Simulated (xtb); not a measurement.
CH8FNOSi2, SMILES [SiH2](N[Si@H](O)F)C. All values are semi-empirical tight-binding results from xtb (GFN2-xTB unless named), good for trends rather than for accurate numbers. The structure is a stationary point at GFN2-xTB. The structure was generated by enumeration; whether it is a known compound was not checked. Other conformers were not sampled.

orbital gap: 5.74 eV
dipole moment: 0.83 D
zero-point energy: 58.5 kcal/mol
G − E(el) at 298.15 K (modified RRHO): 36.1 kcal/mol
static polarisability (D4 model): 87.5 bohr³
solvation energy, GFN2-xTB/ALPB(water): -4.7 kcal/mol
solvation energy, GFN2-xTB/ALPB(methanol): -5.9 kcal/mol
